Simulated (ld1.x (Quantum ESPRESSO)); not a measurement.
# Cutoff test, Ir, TM

- Element: Ir
- Generator: ld1.x (Quantum ESPRESSO) 7.5
- Type: norm-conserving Troullier–Martins (Kleinman–Bylander form)
- Functional: PBE
- Relativity: scalar-relativistic
- Frozen core: [Xe] 4f14
- Valence charge: 9
- Reference configuration: 5d7 6s2 6p0
- Partial waves: 6s (bound): rc 1.75 bohr; 6p (bound, empty): rc 3.70 bohr; 5d (bound): rc 1.25 bohr
- Local potential: all-electron potential smoothed inside 2.15 bohr (lloc = -2)
- Core correction: a·sin(br)/r model core inside 1.20 bohr

The pseudo-atom Hamiltonian at the reference potential is diagonalised in spherical Bessel functions j_l(qr) that vanish at 20 bohr, with q² up to the cutoff. All-electron valence levels (Ry): 6s -0.4653, 6p -0.0894, 5d -0.5253.

Task: How do the lowest levels (Ry) of each channel move with the cutoff, and are there ghosts?

Result:

```csv
cutoff (Ry),s #1,p #1,p #2,d #1,f #1,Σ f·Δε (mRy)
8,-0.3815,-0.0893,0.0528,-0.0045,0.1137,3813.1
15,-0.4107,-0.0893,0.0528,-0.2668,0.1137,1918.6
21,-0.4538,-0.0894,0.0528,-0.4517,0.1137,538.0
35,-0.4631,-0.0894,0.0528,-0.5234,0.1137,17.6
50,-0.4637,-0.0894,0.0528,-0.5249,0.1137,5.9
70,-0.4646,-0.0894,0.0528,-0.5252,0.1137,1.9
90,-0.4648,-0.0894,0.0528,-0.5253,0.1137,1.2
120,-0.4652,-0.0894,0.0528,-0.5253,0.1137,0.3
400,-0.4653,-0.0894,0.0528,-0.5253,0.1137,0.0
```

Result: no extra level below or beside the all-electron valence levels (s, p, d, f tested); 10 mRy is reached at 40 Ry and 1 mRy at 100 Ry.

Its largest configuration-test error is -527 meV.
